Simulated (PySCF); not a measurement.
CH3Cl3OTi, multiplicity 1.

```xyz
9

Ti     0.0000     0.0000     0.0836
Cl     1.7918     1.0345     0.7727
Cl     0.0000    -2.0690     0.7727
Cl    -1.7918     1.0345     0.7727
O      0.0000     0.0000    -1.6250
C      0.0000     0.0000    -3.0149
H     -0.8979     0.5184    -3.3863
H      0.8979     0.5184    -3.3863
H      0.0000    -1.0369    -3.3863
```
Charge 0, spin multiplicity 1.

The structure is a stationary point at PBE0-D3(BJ)/def2-SVP. The spin state was assumed, not searched. The values are those of a single conformer.

The numbers are results of HF/pcSseg-1 (PySCF), not measurements. Non-relativistic, no solvent.

Computed absolute GIAO shielding of each atom: isotropic value and principal components (ppm):
| atom | σ(iso) | σ11 | σ22 | σ33 | span |
|---|---|---|---|---|---|
| Ti1 | -111.8 | -362.1 | 13.4 | 13.4 | 375.4 |
| Cl2 | 356.6 | -184.3 | 165.3 | 1088.8 | 1273.2 |
| Cl3 | 356.6 | -184.3 | 165.3 | 1088.8 | 1273.2 |
| Cl4 | 356.6 | -184.3 | 165.3 | 1088.8 | 1273.2 |
| O5 | -13.0 | -201.8 | -201.8 | 364.7 | 566.5 |
| C6 | 123.8 | 92.0 | 92.0 | 187.3 | 95.3 |
| H7 | 27.5 | 24.7 | 25.9 | 31.9 | 7.2 |
| H8 | 27.5 | 24.7 | 25.9 | 31.9 | 7.2 |
| H9 | 27.5 | 24.7 | 25.9 | 31.9 | 7.2 |
